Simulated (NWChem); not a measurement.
# Correlation energy of CHO2

```xyz
4

O     -1.1753     0.0000    -0.1653
C      0.0000     0.0000     0.2092
O      1.1753     0.0000    -0.1653
H      0.0000     0.0000     1.3892
```
Charge 0, spin multiplicity 2.

All runs are NWChem calculations. The geometry was optimised at UPBE/def2-SVP, a minimum by its harmonic frequencies.

Basis set: def2-SVP. Each correlation energy counts from its own Hartree-Fock reference.

The correlated methods keep 3 core orbitals frozen. The structure started from a generated list of species. The unpaired electrons of the parent sit in orbitals of symmetry a1 (C2v labels of the run); other states weren't searched. No SCF solution was tested for a lower state. Open-shell Hartree-Fock references start from PBE0 orbitals. Coupled-cluster values serve here as a point of comparison, not as the truth.

Task: For the correlation energy, CCSD(T) on UHF gives -529.5 mHa and UMP2 gives -506.4 mHa. What do CCSD[T] on ROHF, CCSD on UHF, CCSD[T] on UHF give?

Result: CCSD[T] on ROHF: -545.7 mHa; CCSD on UHF: -507.9 mHa; CCSD[T] on UHF: -532.6 mHa.
